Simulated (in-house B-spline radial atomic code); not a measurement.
Configurations of the gallium ion Ga³⁺, with energies counted from [Ar] 3d10. Method: non-relativistic B97-1, spin-polarised, spherical fractional occupations, point nucleus. Calculated with a radial B-spline atomic code at the basis-set limit. Caution: exact exchange at fractional occupations of open shells leaves self-interaction of up to several eV. Shells without spins written out take the highest spin.

Occupations are held fixed; configurations that lie above the ionisation limit could autoionise.

| configuration | E - E(ref) (eV) | highest orbital | its <r> (bohr) |
| --- | --- | --- | --- |
| [Ar] 3d9 4f1 | 52.915 | 4f up | 4.458 |
| [Ar] 3d(5 up, 4 down) 4f(0 up, 1 down) | 52.922 | 4f down | 4.46 |
| [Ne] 3s2 3p5 3d10 4s1 | 102.54 | 4s up | 1.914 |
| [Ne] 3s2 3p5 3d10 4d1 | 125.53 | 4d up | 3.08 |
| [Ne] 3s2 3p5 3d10 4f1 | 133.52 | 4f up | 4.454 |

**Question.** Order these further configurations by energy, lowest first.
A. [Ar] 3d9 4p1
B. [Ar] 3d9 4d1
C. [Ar] 3d9 4s1
D. [Ne] 3s2 3p(2 up, 3 down) 3d10 4d(1 up, 0 down)
E. [Ar] 3d(4 up, 5 down) 4p(1 up, 0 down)

**Answer.** C (22.067 eV), A (32.242 eV), E (32.367 eV), B (44.951 eV), D (125.6 eV).

**Question.** How far above the reference does [Ne] 3s2 3p(3 up, 2 down) 3d10 4p(1 up, 0 down) lie?

**Answer.** 112.75 eV; its least bound orbital is 4p up with <r> = 2.21 bohr.
